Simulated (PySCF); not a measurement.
Computed structure and properties of [HfCl3(NH3)]+

System: [HfCl3(NH3)]+ (singlet); start: template (C3v). Method: PySCF 2.14.0, RKS PBE0, Hf def2-SVP with ECP60, Cl def2-SVP, N def2-SVP, H def2-SVP; non-relativistic Hamiltonian with scalar-relativistic core potentials where named; density fitting; no spin-orbit coupling.

Input of the relaxation:

```python
mol = gto.M(atom='''
Hf    -0.08273     0.08273    -0.08273
Cl     1.28107     1.44653     1.28107
Cl    -1.44653    -1.28107     1.28107
Cl     1.28107    -1.28107    -1.44653
N     -1.37603     1.37603    -1.37603
H     -1.98913     1.98913    -0.83893
H     -0.83893     1.98913    -1.98913
H     -1.98913     0.83893    -1.98913''',
    basis={'Hf': 'def2-SVP', 'Cl': 'def2-SVP', 'N': 'def2-SVP', 'H': 'def2-SVP'},
    ecp={'Hf': 'def2-SVP'},
    charge=1, spin=0)
mf = dft.RKS(mol, xc='PBE0')
mf.grids.atom_grid = (50, 194)
mf = mf.density_fit()  # fitting sets: Hf def2-universal-JKFIT, Cl def2-universal-JKFIT, N def2-universal-JKFIT, H def2-universal-JKFIT
mf.conv_tol = 1e-08; mf.max_cycle = 55
mf.kernel(dm0)  # dm0: converged density of the start geometry
# quasi-Newton relaxation in Cartesian coordinates to a largest gradient under 0.00045 Eh/bohr, steps kept in the point group
```

Run from Python with OMP_NUM_THREADS=2; the lines above give its settings. Where DIIS fails, smearing, a level shift and second-order steps follow.
It took 46 s on 2 threads of Arm Neoverse V1, on a shared host, from the converged density of the start.

Course of the relaxation:

| step | energy above end (eV) | largest force component within the symmetry (eV/Å) |
| --- | --- | --- |
| 0 | 0.2054 | 1.312 |
| 1 | 0.0401 | 0.547 |
| 2 | 0.0170 | 0.134 |
| 3 | 0.0109 | 0.103 |
| 4 | 0.0040 | 0.037 |
| 5 | 0.0029 | 0.050 |
| 6 | 0.0007 | 0.041 |
| 7 | 0.0000 | 0.013 |
| 8 | 0.0000 | 0.003 |

Relaxed geometry (C3v):

```xyz
8

Hf   -0.0096    0.0096   -0.0096
Cl    1.1924    1.5548    1.1924
Cl   -1.5548   -1.1924    1.1924
Cl    1.1924   -1.1924   -1.5548
N    -1.3192    1.3192   -1.3192
H    -1.9397    1.9397   -0.7821
H    -0.7821    1.9397   -1.9397
H    -1.9397    0.7821   -1.9397
```

| contact | Å |
| --- | --- |
| Hf1–Cl2 (Cl) | 2.297 |
| Hf1–Cl3 (Cl) | 2.297 |
| Hf1–Cl4 (Cl) | 2.297 |
| Hf1–N5 (NH3) | 2.268 |

On the finer grid (75, 302):

The HOMO is -13.97 eV, the LUMO is -7.01 eV and the dipole about the centre of mass is 7.33 D. The set of Mulliken populations of Hf1 outside the core potential is s 2.45, p 6.30, d 2.10, f 0.15 and the D3(BJ) dispersion energy (not in the energies) is -0.223 eV.

```tsv
atom	Mulliken (e)	Löwdin (e)	spin (e)
Hf1	1.00	-0.24	0.00
Cl2	-0.12	0.25	0.00
Cl3	-0.12	0.25	0.00
Cl4	-0.12	0.25	0.00
N5	-0.34	0.05	0.00
H6	0.23	0.15	0.00
H7	0.23	0.15	0.00
H8	0.23	0.15	0.00
```

On the grid (50, 194), as all that follows. Harmonic modes: a minimum within the noise of the softest modes; lowest 48 cm⁻¹ (negative: unstable), highest 3524 cm⁻¹, zero-point energy 1.155 eV.

Taking off one Cl (charge -1, singlet; the rest: singlet) in vacuum, both parts rigid, costs 15.17 eV; the small basis without counterpoise inflates it. Most of it is the attraction of opposite charges; other ways to part are cheaper, and one spin state was tried for the rest.

Rigid scan of Cl along the line from its metal:

distance to Cl2 (Å), energy (eV) and a bar:
```
     2.00      1.303 ########
     2.10      0.499 ###
     2.20      0.108 #
     2.30      0.000 
     2.40      0.082 #
     2.50      0.290 ##
     2.70      0.920 ######
     3.00      2.054 #############
     3.40      3.478 ######################
     3.90      4.830 ##############################
```

Taking off one NH3 (charge 0, singlet; the rest: singlet) in vacuum, both parts rigid, costs 3.29 eV; the small basis without counterpoise inflates it.

Rigid scan of NH3 along the line from its metal:

distance to N5 (Å), energy (eV) and a bar:
```
     1.97      0.686 ##########
     2.07      0.261 ####
     2.17      0.056 #
     2.27      0.000 
     2.37      0.043 #
     2.47      0.149 ##
     2.67      0.461 ######
     2.97      0.989 ##############
     3.37      1.601 ######################
     3.87      2.141 ##############################
```

One start shape was tried, so this needn't be the lowest isomer.
